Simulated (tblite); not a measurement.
A tight-binding relaxation on `C[C@H](F)[SiH2]C[C@@H](C)[SeH]`.

Computed with GFN2-xTB geometry optimisation, gas phase (tblite 0.8.0). Start geometry: from a force field or distance geometry. A driver script takes a list of jobs; this job's settings line and coordinates (Å) are shown.

Command:
```bash
OMP_NUM_THREADS=1 python probes_run.py task.json out
```

Input:
```
{"job": {"kind": "relax", "xc": "GFN2-xTB", "basis": "xTB"}, "charge": 0, "multiplicity": 1}
C     -2.505200     0.184000    -0.901800
C     -1.989900    -0.883200     0.031500
F     -3.037000    -1.525300     0.664000
Si    -0.869900    -0.140600     1.347900
C      0.572400     0.786500     0.599700
C      1.418600    -0.087000    -0.345400
C      2.415200     0.777900    -1.129800
Se     2.420100    -1.430900     0.677500
H     -3.191000    -0.278400    -1.644100
H     -1.680300     0.668200    -1.443100
H     -3.080000     0.956600    -0.335400
H     -1.413900    -1.642600    -0.537200
H     -0.365700    -1.224300     2.227400
H     -1.648700     0.781300     2.179400
H      0.142900     1.651600     0.027900
H      1.202200     1.198700     1.421500
H      0.766700    -0.601000    -1.069600
H      3.015100     0.131400    -1.807200
H      3.099900     1.309700    -0.426500
H      1.876100     1.524100    -1.736100
H      2.843700    -2.139900    -0.614300
```

Output:
```
step      E/eV     max force
  0    -733.21304    1.694
  1    -733.36073    0.840
  2    -733.43126    0.428
  3    -733.44460    0.359
  4    -733.45816    0.257
  5    -733.46364    0.217
  6    -733.46834    0.109
  7    -733.47009    0.088
  8    -733.47156    0.098
  9    -733.47280    0.100
... (94 lines left out)
104    -733.49701    0.016
105    -733.49705    0.013
106    -733.49709    0.013
107    -733.49714    0.017
108    -733.49719    0.015
109    -733.49724    0.016
110    -733.49728    0.016
111    -733.49733    0.015
112    -733.49737    0.013
113    -733.49740    0.010
```

«max force» is the largest atomic force in eV/Å.

Main results: energy lowered by 6.6 kcal/mol over 113 steps; largest atomic force 0.010 eV/Å at the end.

Q: Give the final coordinates.

A: 0.242 Å rms from the input after alignment:
```
atom  x, y, z in Å
C1    -2.5455    0.0277   -0.9357
C2    -1.9638   -0.9184    0.1022
F3    -3.0183   -1.5152    0.7921
Si4   -0.8497   -0.0729    1.4253
C5     0.5861    0.8487    0.5671
C6     1.3582    0.0431   -0.4651
C7     2.5421    0.8101   -1.0277
Se8    1.9862   -1.6608    0.3790
H9    -3.2466   -0.4992   -1.5808
H10   -1.7464    0.4386   -1.5465
H11   -3.0740    0.8437   -0.4486
H12   -1.4541   -1.7522   -0.3961
H13   -0.3574   -1.1039    2.3420
H14   -1.6656    0.9255    2.1222
H15    0.2105    1.7501    0.0770
H16    1.2802    1.1887    1.3386
H17    0.6924   -0.2711   -1.2753
H18    3.0851    0.2154   -1.7613
H19    3.2283    1.0867   -0.2293
H20    2.1952    1.7208   -1.5150
H21    2.7483   -2.0884   -0.7779
```

Hardware: Arm Neoverse N1, one thread, shared host with 64 logical CPUs at a one-minute load of 61. Cost: 1.6 s wall.
Labels such as C1 count atoms from 1, the log's own numbers from 0.
